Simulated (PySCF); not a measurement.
# Ionisation energy of Bi⁺ by level of theory

Bi⁺ [Xe] 4f14 5d10 6s2 6p2 [6p1/2^2, M_J = 0] → Bi²⁺ [Xe] 4f14 5d10 6s2 6p1 [6p1/2^1, M_J = 1/2], as a difference of total energies. Computed with PySCF 2.14 in x2c-TZVPall-2c (11s11p9d3f, 110 functions), with the two-component X2C-1e Hamiltonian. Correlated levels: [Kr] 4d10 4f14 frozen; the 24 highest virtual spinors dropped. "Screened" scales the spin-orbit matrix elements by Boettger's factors to mimic the two-electron term; Breit and QED terms are absent.

```
                    method  ionisation energy (eV)
           GHF (spin-free)                  15.254
          GMP2 (spin-free)                  15.805
 GHF (screened spin-orbit)                  15.623
GMP2 (screened spin-orbit)                  16.389
```

Problem. How much does correlation contribute at GMP2 (screened spin-orbit)?

Solution. 16.389 − (15.623) = 0.766 eV, measured against GHF (screened spin-orbit).

The spin-free rows relax to the high-spin LS determinant and lack the spin-orbit shift.

Errors of the correlated levels include the incompleteness of this basis and the frozen core.

The labels give the starting determinants; with spin-orbit coupling the two ends relaxed to ⟨J²⟩ = 0.00, ⟨L²⟩ = 1.52, ⟨S²⟩ = 1.52 and ⟨J²⟩ = 0.76, ⟨L²⟩ = 2.22, ⟨S²⟩ = 0.95.

For comparison: 16.703 eV (measured; NIST Atomic Spectra Database, ionization energies).
